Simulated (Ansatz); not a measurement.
The cluster Na₄H₄. Charge 0, multiplicity 1. Geometry r2SCAN-D4/def2-SVP.

```xyz
8

Na    0.3491   -2.3101    1.1210
Na   -1.6777   -1.0559   -1.6691
Na    1.6787    1.0556    1.6684
Na   -0.3507    2.3107   -1.1198
H    -0.9951   -2.5176   -0.4089
H     0.9916    2.5184    0.4118
H     1.5254   -0.9430    2.0935
H    -1.5213    0.9419   -2.0969
```

LC-ωPBE has ω = 0.4 bohr⁻¹. Another isomer (singlet) lies 0.18 eV lower at PBE0-D4/def2-TZVP; other spin states weren't run for this one.

**Question.** Estimate the orbital energies around the gap (eV) in Ansatz with PBE-D4/def2-TZVP, revPBE-D4/def2-TZVP, r2SCAN-D4/def2-TZVP, PBE0-D4/def2-TZVP, LC-ωPBE/def2-TZVP.

**Answer.** 
| orbital | PBE-D4/def2-TZVP | revPBE-D4/def2-TZVP | r2SCAN-D4/def2-TZVP | PBE0-D4/def2-TZVP | LC-ωPBE/def2-TZVP |
| --- | --- | --- | --- | --- | --- |
| HOMO−5 | -27.34 | -27.26 | -28.31 | -30.73 | -32.99 |
| HOMO−4 | -27.33 | -27.25 | -28.30 | -30.72 | -32.98 |
| HOMO−3 | -5.43 | -5.34 | -5.55 | -6.54 | -9.34 |
| HOMO−2 | -4.93 | -4.86 | -5.07 | -6.01 | -8.72 |
| HOMO−1 | -4.93 | -4.86 | -5.07 | -6.01 | -8.72 |
| HOMO | -4.49 | -4.43 | -4.66 | -5.55 | -8.20 |
| LUMO | -0.76 | -0.70 | -0.14 | -0.21 | 0.91 |
| LUMO+1 | -0.64 | -0.59 | -0.01 | -0.17 | 1.03 |
| LUMO+2 | -0.42 | -0.42 | 0.05 | 0.03 | 1.03 |
| LUMO+3 | -0.42 | -0.41 | 0.33 | 0.05 | 1.03 |
| LUMO+4 | -0.42 | -0.41 | 0.33 | 0.05 | 1.04 |
| LUMO+5 | -0.12 | -0.01 | 0.49 | 0.43 | 1.82 |
